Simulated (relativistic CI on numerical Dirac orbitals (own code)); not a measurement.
**What each ingredient does to the levels of Bi II**

Base calculation: Dirac-Coulomb-Breit CI, orbitals from a KLI potential per configuration, a model potential for QED, valence Slater integrals scaled by 0.85, P86 correlation energy added to each configuration.

CI space (outside the closed core [Xe] 4f14 5d10): 6s²6p², 6s²6p7s, 6s6p³, 6s²6p6d, 6s²6p7p, 6s²6p5f, 6s²6p7d, 6s²6d², 6p⁴, 6s²6p8s, 6s²6p8p, 6s6p²6d, 6s²5f², 6s²6p9s, 6s²6p6f, 6s²6p8d, 6s²6p5g, 6s²6p9p, 6s²6p7f. Levels of other configurations are missing.

The lowest level and the first level of each name with at least 55 % of one term (blank where a level has no safe partner in the second run):

```
       Level  Base (cm⁻¹)  Shift (cm⁻¹)
  6s²6p² ³P0          0.0           0.0
  6s²6p² ³P1      13184.4          -1.4
  6s²6p² ¹S0      43443.0         +11.4
6s²6p7s ³P°0      72729.0       +1523.6
6s²6p7s ³P°1      73176.1       +1520.3
  6s6p³ ⁵S°2      73870.5        +267.6
6s²6p6d ³F°2      82295.5       +1035.1
 6s²6p7p ³D1      87243.2       +2440.2
 6s²6p7p ³P0      89912.5       +2436.2
 6s²6p7p ³D2      91542.4       +2440.9
6s²6p7s ³P°2      93131.4       +1520.2
6s²6p7s ¹P°1      94130.6       +1360.3
6s²6p6d ³F°4     103144.4       +1061.6
6s²6p8s ³P°1     104661.3       +2301.8
```

For a near-neutral ion this model can misplace configurations by up to about 10,000 cm⁻¹ (more where the count of f electrons changes) and terms by 10 to 25 % of their spread. Rates follow the energies as ν³ (E1, M1) or ν⁵ (E2), so they and the lifetimes can be off by large factors. The fine structure of a lone outer electron comes out too small, for d and f at times inverted, and misplaced configurations move strength between like terms. 9 of the 25 excited levels that our extract of the measured tables holds in this range could be paired (the sources list more); they are missed by 2251 cm⁻¹ on average and 4360 at most, and levels without a partner can miss by more.

Q: One thing was changed in a second run, which moved the levels as shown. Which?
A. Breit term removed
B. one mean potential for all configurations
C. only the first 3 configurations
D. configuration mixing switched off
E. self-excluded LDA correlation estimate
F. QED terms removed
G. no correlation estimate

A: E. Self-excluded LDA correlation estimate. A correlation estimate moves all levels of a configuration together before mixing; mixed levels move by a weighted share.

LS names give the leading component of a level, which can be under half, so a name can repeat, a term be missing and a line seem to break the LS rules.
